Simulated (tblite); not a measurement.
Compound: C7H9N.
Numbering: `[CH:1]#[C:2][C@H:3]1[CH:4]=[CH:5][CH2:6][N:7]1[CH3:8]` (hydrogens: H9 on C1; H10 on C3; H11 on C4; H12 on C5; H13, H14 on C6; H15, H16, H17 on C8)

Computed with GFN2-xTB (tblite), gas phase: Langevin dynamics at 600 K from the optimised GFN2-xTB geometry, time step 0.5 fs, friction 0.01 fs⁻¹, 2000 steps. The instantaneous temperature is 2·E(kin)/(3Nk) with all 3N coordinates.

| t (fs) | T (K) | E(pot) above start (eV) | C1≡C2 (Å) | C2–C3 (Å) | C3–C4 (Å) | C4=C5 (Å) | C5–C6 (Å) | C1–H9 (Å) |
| --- | --- | --- | --- | --- | --- | --- | --- | --- |
| 0 | 518 | 0.000 | 1.197 | 1.455 | 1.507 | 1.320 | 1.497 | 1.049 |
| 25 | 331 | 0.518 | 1.178 | 1.502 | 1.480 | 1.328 | 1.545 | 1.036 |
| 50 | 506 | 0.657 | 1.193 | 1.447 | 1.504 | 1.320 | 1.456 | 1.092 |
| 75 | 545 | 0.676 | 1.246 | 1.489 | 1.586 | 1.351 | 1.442 | 1.065 |
| 100 | 467 | 0.897 | 1.174 | 1.461 | 1.501 | 1.299 | 1.514 | 1.046 |
| 125 | 723 | 0.928 | 1.200 | 1.442 | 1.476 | 1.346 | 1.519 | 1.080 |
| 150 | 621 | 1.058 | 1.224 | 1.549 | 1.532 | 1.358 | 1.467 | 1.055 |
| 175 | 712 | 1.092 | 1.176 | 1.421 | 1.513 | 1.287 | 1.447 | 1.042 |
| 200 | 670 | 0.977 | 1.190 | 1.431 | 1.486 | 1.323 | 1.501 | 1.087 |
| 225 | 660 | 1.300 | 1.235 | 1.468 | 1.555 | 1.345 | 1.510 | 1.059 |
| 250 | 819 | 0.902 | 1.191 | 1.489 | 1.595 | 1.357 | 1.480 | 1.049 |
| 275 | 514 | 1.206 | 1.182 | 1.524 | 1.460 | 1.314 | 1.470 | 1.082 |
| 300 | 562 | 0.801 | 1.226 | 1.402 | 1.537 | 1.320 | 1.550 | 1.044 |
| 325 | 535 | 0.817 | 1.211 | 1.457 | 1.559 | 1.353 | 1.492 | 1.098 |
| 350 | 481 | 0.944 | 1.196 | 1.474 | 1.531 | 1.326 | 1.488 | 1.026 |
| 375 | 561 | 1.109 | 1.165 | 1.488 | 1.439 | 1.268 | 1.535 | 1.098 |
| 400 | 654 | 1.203 | 1.253 | 1.477 | 1.455 | 1.327 | 1.535 | 1.033 |
| 425 | 529 | 1.412 | 1.200 | 1.500 | 1.542 | 1.367 | 1.536 | 1.123 |
| 450 | 661 | 1.117 | 1.186 | 1.404 | 1.583 | 1.293 | 1.505 | 0.999 |
| 475 | 604 | 1.519 | 1.233 | 1.435 | 1.488 | 1.309 | 1.495 | 1.105 |
| 500 | 575 | 1.852 | 1.190 | 1.592 | 1.519 | 1.355 | 1.447 | 1.044 |
| 525 | 590 | 1.851 | 1.209 | 1.529 | 1.485 | 1.314 | 1.434 | 1.075 |
| 550 | 596 | 1.971 | 1.214 | 1.413 | 1.543 | 1.308 | 1.544 | 1.044 |
| 575 | 666 | 1.504 | 1.194 | 1.479 | 1.475 | 1.351 | 1.514 | 1.057 |
| 600 | 491 | 1.697 | 1.224 | 1.477 | 1.437 | 1.344 | 1.526 | 1.057 |
| 625 | 706 | 1.333 | 1.176 | 1.451 | 1.456 | 1.321 | 1.512 | 1.075 |
| 650 | 795 | 1.106 | 1.212 | 1.483 | 1.544 | 1.292 | 1.445 | 1.039 |
| 675 | 611 | 1.187 | 1.248 | 1.488 | 1.485 | 1.332 | 1.458 | 1.068 |
| 700 | 442 | 1.288 | 1.197 | 1.482 | 1.544 | 1.363 | 1.504 | 1.041 |
| 725 | 485 | 0.952 | 1.199 | 1.482 | 1.526 | 1.346 | 1.508 | 1.067 |
| 750 | 379 | 0.815 | 1.208 | 1.458 | 1.509 | 1.347 | 1.461 | 1.049 |
| 775 | 398 | 0.785 | 1.207 | 1.449 | 1.525 | 1.303 | 1.468 | 1.043 |
| 800 | 550 | 0.702 | 1.194 | 1.559 | 1.544 | 1.304 | 1.478 | 1.059 |
| 825 | 428 | 0.895 | 1.207 | 1.421 | 1.475 | 1.319 | 1.505 | 1.017 |
| 850 | 340 | 0.896 | 1.196 | 1.386 | 1.497 | 1.372 | 1.573 | 1.089 |
| 875 | 528 | 0.778 | 1.195 | 1.488 | 1.575 | 1.346 | 1.571 | 0.998 |
| 900 | 554 | 0.906 | 1.224 | 1.479 | 1.512 | 1.279 | 1.500 | 1.069 |
| 925 | 674 | 0.774 | 1.175 | 1.404 | 1.490 | 1.326 | 1.503 | 1.057 |
| 950 | 629 | 0.988 | 1.196 | 1.491 | 1.531 | 1.372 | 1.480 | 1.059 |
| 975 | 617 | 1.447 | 1.219 | 1.550 | 1.559 | 1.359 | 1.487 | 1.014 |
| 1000 | 751 | 1.171 | 1.227 | 1.471 | 1.500 | 1.282 | 1.456 | 1.096 |

**Question.** From 500 fs on, how do temperature and potential energy compare with equipartition?

**Answer.** The mean temperature of these 21 frames is 562 K against the target 600 K, and the mean potential energy 1.19 eV against 45 × kT/2 = 1.16 eV for 45 classical harmonic modes. For 17 atoms in a canonical ensemble the temperature itself scatters by T·√(2/(3N)) = 119 K; here its standard deviation is 120 K. The whole run lasts only 10 friction times of 100 fs, so these averages carry a wide statistical error.

**Question.** What are the kinetic and total energies of the listed frame with the highest potential energy?

**Answer.** The one at 550 fs, 1.971 eV above the start. Its kinetic energy is 3NkT/2 = 1.310 eV at 596 K, so the sum is 3.28 eV; over the listed frames the sum runs from 1.14 to 3.28 eV, since the thermostat adds and removes energy.

**Question.** How much do the listed bonds fluctuate from 500 fs on?

**Answer.** 
| bond | at the start (Å) | mean (Å) | standard deviation (Å) |
| --- | --- | --- | --- |
| C1≡C2 | 1.197 | 1.205 | 0.017 |
| C2–C3 | 1.455 | 1.478 | 0.049 |
| C3–C4 | 1.507 | 1.511 | 0.034 |
| C4=C5 | 1.320 | 1.330 | 0.028 |
| C5–C6 | 1.497 | 1.494 | 0.038 |
| C1–H9 | 1.049 | 1.053 | 0.023 |

The motion is classical and holds no zero-point motion.

The cost below is that of the whole dynamics run. On an AMD EPYC 7R43 with one thread, no GPU, shared host with 256 logical CPUs at a one-minute load of 76, this took 12 s of wall time and 0.18 GiB of memory at its peak.
